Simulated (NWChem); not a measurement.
BO, doublet; SMILES [B]=O

All runs: NWChem. Spin-unrestricted. No stability test was run on the SCF state. Each level has its own optimisation; frequencies are unscaled.

```
level              basis functions  r B–O (Å)  highest harmonic frequency (cm⁻¹)  zero-point energy (kcal/mol)  dipole (D)  relative time
-----------------  ---------------  ---------  ---------------------------------  ----------------------------  ----------  -------------
B3LYP/cc-pVDZ                   28      1.208                               1898                           2.7        2.05              1
B3LYP/aug-cc-pVDZ               46      1.209                               1881                           2.7        2.41              2
B3LYP/cc-pVTZ                   60      1.203                               1918                           2.7        2.31              3
B3LYP/aug-cc-pVTZ               92      1.203                               1912                           2.7        2.42             10
```

The last column is a rough cost ratio, cheapest run = 1.
